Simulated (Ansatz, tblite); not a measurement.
Spin states of the cluster Sn₂O₂⁻ (the lowest doublet isomer of a short search), each relaxed with r2SCAN-D4/def2-SVPD in Ansatz. Electronic energies in the gas phase.

In the def2 sets Sn takes a core potential; there is no spin–orbit coupling. The xTB rows come from tblite. B3LYP takes the VWN-RPA correlation. Correlated methods freeze 10 core orbitals; core or outer-core shells of Sn are correlated, in sets that lack core-valence functions. The rows differ in basis, and correlated rows in double-zeta sets carry the largest basis error. In CCSD on the charge -1 doublet the largest single amplitude is 0.45, so its Hartree–Fock determinant may place the open shell otherwise than the density functionals do. The structure comes from a short search, and lower isomers may exist.

Doublet geometry (D2h within 0.1 Å):

| atom | x (Å) | y (Å) | z (Å) |
| --- | --- | --- | --- |
| Sn1 | -1.461 | 0.358 | -0.380 |
| Sn2 | 1.461 | -0.358 | 0.380 |
| O3 | -0.258 | -1.310 | -0.241 |
| O4 | 0.258 | 1.310 | 0.241 |

Quartet geometry (D2h within 0.1 Å):

Cartesian coordinates in Å:
```
Sn 0.086 0.988 -1.141
Sn -0.086 -0.988 1.141
O -1.403 0.291 0.147
O 1.403 -0.291 -0.147
```

⟨S²⟩: doublet 0.76 at PBE0-D4/def2-TZVPD (pure 0.75), quartet 3.77 at PBE0-D4/def2-TZVPD (pure 3.75).

Run but left out: HF/STO-3G (doublet: ⟨S²⟩ 1.52, where a pure state has 0.75); HF/def2-SVPD, HF/def2-TZVPD, MP2/def2-SVPD, MP2/def2-TZVPD (doublet: a determinant that CCSD turns far, T1 0.056).

Only these spin states were relaxed.

```csv
level,quartet − doublet (kJ/mol),lowest of these,remarks
GFN2-xTB,403.4,doublet,–
PBE-D4/def2-TZVPD,243.1,doublet,"HOMO above zero (doublet), HOMO above zero (quartet)"
r2SCAN-D4/def2-TZVPD,237.5,doublet,"HOMO above zero (doublet), HOMO above zero (quartet)"
B3LYP-D4/def2-TZVPD,247.3,doublet,"HOMO above zero (doublet), HOMO above zero (quartet)"
PBE0-D4/def2-TZVPD,235.5,doublet,"HOMO above zero (doublet), HOMO above zero (quartet)"
```

(1) Estimate the rows for GFN1-xTB, B97M-V/def2-TZVPD, CCSD/def2-SVPD, CCSD(T)/def2-SVPD.

Results:

(1) 
```csv
level,quartet − doublet (kJ/mol),lowest of these,remarks
GFN1-xTB,473.1,doublet,–
B97M-V/def2-TZVPD,242.2,doublet,"HOMO above zero (doublet), HOMO above zero (quartet)"
CCSD/def2-SVPD,235.8,doublet,large T1 (0.056) (doublet)
CCSD(T)/def2-SVPD,243.1,doublet,large T1 (0.056) (doublet)
```

The xTB methods have no term that favours high spin, so they put low spin too low.
